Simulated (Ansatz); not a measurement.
Geometry optimisation, RKS PBE-D4/6-31G* (Ansatz).

input.yaml

```yaml
crystal:
  periodic: [false, false, false]
  atoms:
    - { symbol: Al, position_ang: [0.112306, -0.517274, -0.514686] }
    - { symbol: Cl, position_ang: [0.148011, -0.016239, 2.87481] }
    - { symbol: Cl, position_ang: [1.914442, 0.495969, -0.909872] }
    - { symbol: H, position_ang: [-1.289507, 0.027265, -1.019964] }
    - { symbol: O, position_ang: [0.295723, -2.071643, 0.296175] }
    - { symbol: H, position_ang: [-0.517392, -2.610579, 0.358461] }
    - { symbol: H, position_ang: [0.471518, -1.189499, 2.305976] }
basis:
  gaussian: { orbitals: "6-31G*" }
hamiltonian:
  xc: pbe
  dispersion: d4
relax:
  f_tol: 0.03
  max_steps: 50
```

Run as:

```bash
$ ansatz run input.yaml --threads 2 --pin off --max-ram 3072MiB --backend cpu --events-out ev --progress --plain --runs-dir out
```

Problem. Where does it end, and by what steps?

Solution. The forces met the threshold. After 15 steps the energy has fallen by 1.292 eV; H7 moved furthest, 1.13 Å. Parted: Cl2–H7. Joined: Al1–Cl2, O5–H7.

```csv
step,energy less start (eV),largest force component (eV/Å),accepted
0,0.0000,0.758,yes
1,-0.0798,0.284,yes
2,-0.1377,0.590,yes
3,-0.2104,0.764,yes
4,-0.2213,1.309,yes
5,-0.3180,1.818,yes
6,-0.5891,1.249,yes
7,-0.8755,2.431,yes
8,-1.1422,1.185,yes
9,-1.2220,1.108,yes
10,-1.2372,0.716,yes
11,-1.2790,0.261,yes
12,-1.2776,0.479,no
13,-1.2903,0.056,yes
14,-1.2913,0.061,yes
15,-1.2916,0.012,yes
```

```xyz
7
Properties=species:S:1:pos:R:3
Al 0.134 -0.074 0.146
Cl 0.041 0.545 2.212
Cl 1.949 0.386 -0.862
H -1.224 -0.114 -0.683
O 0.322 -2.025 0.614
H -0.480 -2.535 0.367
H 0.393 -2.066 1.596
```

Run time: 23 s on 2 threads of Arm Neoverse V2, with other jobs on the host, peak memory 0.12 GiB.
